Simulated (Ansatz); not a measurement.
C2H8ClNOSi (`CO[Si](C)(N)Cl`), relaxed with RKS PBE0-D4/def2-TZVP in Ansatz from a GFN2-xTB geometry. The force threshold is 0.005 eV/Å; the program also tests the step.

Total charge 0; spin multiplicity 1.

Start:

```xyz
14

C     0.256   -1.766   -1.400
O     0.371   -1.042   -0.205
Si   -0.366    0.336    0.226
C     0.142    0.544    2.039
N     0.034    1.603   -0.878
Cl   -2.381    0.178    0.050
H     0.754   -2.725   -1.255
H     0.733   -1.225   -2.220
H    -0.794   -1.934   -1.653
H    -0.129   -0.319    2.636
H     1.214    0.683    2.129
H    -0.342    1.413    2.474
H    -0.495    2.459   -0.872
H     1.004    1.795   -1.069
```

(1) How much energy does the relaxation release, and in how many steps? (An estimate is asked.)

(2) Which bonds change most? (Best estimate.)

(3) Give the relaxed structure. (Estimate.)

Answers

(1) Ansatz gave: 8.42 kJ/mol, in 17 steps, 3 of them rejected.

(2) Ansatz gave: Si3–C4 from 1.894 to 1.846 Å; Si3–Cl6 from 2.029 to 2.070 Å; Si3–N5 from 1.728 to 1.702 Å; O2–Si3 from 1.621 to 1.631 Å.

(3) Computed: 
```xyz
14

C     0.210   -1.722   -1.406
O     0.326   -1.135   -0.129
Si   -0.312    0.310    0.278
C     0.135    0.559    2.052
N     0.161    1.539   -0.800
Cl   -2.371    0.251    0.071
H     0.927   -2.543   -1.470
H     0.425   -0.999   -2.199
H    -0.797   -2.122   -1.559
H    -0.199   -0.286    2.656
H     1.219    0.646    2.160
H    -0.324    1.471    2.439
H    -0.507    2.157   -1.225
H     1.106    1.874   -0.869
```
